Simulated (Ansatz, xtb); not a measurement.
## Ranking isomers of AlCl2FSe

4 gas-phase structures of AlCl2FSe, found in a search over its isomers (lower ones may exist). Each was relaxed with GFN2-xTB:

A. `F[Se][Al]([Cl])[Cl]`, a singlet
B. a triplet given by its coordinates
C. a singlet given by its coordinates
D. `[F][Al]([Cl])[Se]Cl`, a singlet

C (Å):

```yaml
atoms:
  - { symbol: Al, position_ang: [-0.0560, -0.4175, 0.6821] }
  - { symbol: Cl, position_ang: [1.0849, -0.1758, -1.2899] }
  - { symbol: Cl, position_ang: [-2.0647, -0.3507, 0.5023] }
  - { symbol: F, position_ang: [0.7472, -1.6448, 1.4403] }
  - { symbol: Se, position_ang: [1.2859, 1.4777, 0.2453] }
```

Close contacts (Å): Al1–Cl2 2.29, Al1–Cl3 2.02, Al1–F4 1.65, Al1–Se5 2.36, Cl2–Se5 2.27.

B (Å):

```json
{"atom": "Al", "x (Å)": "-2.5663", "y (Å)": "-1.7747", "z (Å)": "-0.0121"}
{"atom": "Cl", "x (Å)": "-3.7625", "y (Å)": "-3.0316", "z (Å)": "-1.1342"}
{"atom": "Cl", "x (Å)": "-1.7698", "y (Å)": "-0.0949", "z (Å)": "-0.8637"}
{"atom": "F", "x (Å)": "-1.6793", "y (Å)": "-2.5328", "z (Å)": "1.1634"}
{"atom": "Se", "x (Å)": "-4.5513", "y (Å)": "-0.8598", "z (Å)": "1.2585"}
```

Close contacts (Å): Al1–Cl2 2.07, Al1–Cl3 2.04, Al1–F4 1.66, Al1–Se5 2.53.

Which do you expect lowest at r2SCAN-D4/def2-SVP, and how would the others follow?

Calculated order at r2SCAN-D4/def2-SVP: C (0.0), D (1.6), B (2.9), A (23.5) kcal/mol.

Energies above the lowest of each column, in kcal/mol; the last columns are at PBE0-D3(BJ)/def2-SVP geometries and were run for some of them only (a dash: not run or not comparable):

```json
{"structure": "C", "GFN2-xTB": "0.0", "HF/STO-3G": "21.2", "r2SCAN-D4/def2-SVP": "0.0", "PBE0-D3(BJ)/def2-SVP": "0.0", "CCSD(T)/def2-SVP + ΔMP2/def2-TZVPP": "0.0"}
{"structure": "D", "GFN2-xTB": "1.0", "HF/STO-3G": "19.4", "r2SCAN-D4/def2-SVP": "1.6", "PBE0-D3(BJ)/def2-SVP": "2.5", "CCSD(T)/def2-SVP + ΔMP2/def2-TZVPP": "1.7"}
{"structure": "B", "GFN2-xTB": "–", "HF/STO-3G": "0.0", "r2SCAN-D4/def2-SVP": "2.9", "PBE0-D3(BJ)/def2-SVP": "5.0", "CCSD(T)/def2-SVP + ΔMP2/def2-TZVPP": "9.0"}
{"structure": "A", "GFN2-xTB": "24.4", "HF/STO-3G": "26.4", "r2SCAN-D4/def2-SVP": "23.5", "PBE0-D3(BJ)/def2-SVP": "–", "CCSD(T)/def2-SVP + ΔMP2/def2-TZVPP": "–"}
```

CCSD(T)/def2-SVP + ΔMP2/def2-TZVPP puts C lowest of those it was run on; HF/STO-3G picks B. Some further structures that were screened fall inside this span and aren't listed. Flexible structures stand in one conformer each, not always the lowest. Frequencies (PBE0-D3(BJ)/def2-SVP) were run for B, C, D alone. The ΔMP2 step shifts differences by up to 8.7 kcal/mol, which makes them less sure. GFN2-xTB has no spin polarisation and isn't compared across spin states. Open shells are spin-unrestricted. ΔMP2 is the change of the MP2 energy from the smaller to the larger basis.

Programs: Ansatz 0.2.0, xtb 6.7.1.
